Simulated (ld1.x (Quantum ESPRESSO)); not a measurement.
**What one change does to a pseudopotential (Ni (Z = 28), TM)**

- Element: nickel (Ni)
- Generator: ld1.x (Quantum ESPRESSO) 7.5
- Type: norm-conserving Troullier–Martins (Kleinman–Bylander form)
- Functional: LDA (PZ)
- Relativity: scalar-relativistic
- Frozen core: [Ar]
- Valence charge: 10
- Reference configuration: 3d8.5 4s1.5 4p0
- Partial waves: 4s (bound): rc 1.85 bohr; 4p (bound, empty): rc 2.40 bohr; 4f channel at -0.05 Ry: rc 2.35 bohr; 3d (bound): rc 1.00 bohr
- Local potential: the d channel
- Core correction: Bessel-smoothed model core inside 0.70 bohr

Change: wave 4s (bound): rc 1.85 bohr becomes 4s (bound): rc 2.80 bohr.

Cutoffs: the cutoffs (Ry, on a coarse ladder) from which the occupation-weighted sum of valence levels, in a spherical-Bessel basis at the reference potential, stays within 10 and 1 mRy of its value at 400 Ry; they do not see the model core or the augmentation charge, which bear on the density cutoff. Errors are all-electron minus pseudo energies relative to the spin-unpolarised reference configuration.

Q: How do hardness, ghosts and transferability respond?

A: Both files keep a bound ghost (p, s); of the 9 tests that both files solve, the error grows in 4 and shrinks in 4 by more than 15 % and 0.3 meV (median size 17.5 → 22.6 meV).

| quantity | base | changed |
| --- | --- | --- |
| cutoff, loose | 230 Ry | 230 Ry |
| cutoff, tight | over 300 Ry | over 300 Ry |
| loose cutoff by channel (10 mRy a level) | s 8 Ry, d 180 Ry | s 6 Ry, d 180 Ry |
| bound ghosts | s, p | s, p |
| error for 3d8 4s2 4p0, meV [ΔE 1.20 eV] | -31 | -11 |
| error for 3d8 4s1 4p0, meV [ΔE 10.80 eV] | -4.5 | +3.3 |
| error for 3d8 4s0 4p0, meV [ΔE 28.46 eV] | -17 | -64 |
| error for 3d9 4s1 4p0, meV [ΔE -0.43 eV] | -22 | -10 |
| error for 3d8 4s1.5 4p0, meV [ΔE 5.04 eV] | -17 | -0.8 |
| error for 3d7 4s0 4p0, meV [ΔE 66.26 eV] | -276 | -446 |
| error for 3d8 4s0 4p1, meV [ΔE 16.57 eV] | -11 | -56 |
| error for 3d8.5 4s1.5 4p0 (spin-polarised), meV [ΔE -0.59 eV] | +20 | +23 |
| error for 3d8 4s2 4p0 (spin-polarised), meV [ΔE 0.29 eV] | +17 | +37 |

Base: These tests converged, but a pseudo level misses the all-electron one widely, so the file describes the atom poorly there or has found another state: 3d8 4s0 4p0: empty 4p by 2.5 eV (a node warning on the way). Changed file: These tests converged, but a pseudo level misses the all-electron one widely, so the file describes the atom poorly there or has found another state: 3d7 4s0 4p0: empty 4s by 8.9 eV (a node warning on the way). A true bound ghost makes a file unfit for plane-wave use even where its test errors are small: the radial tests pick states by their node count and pass the ghost by.
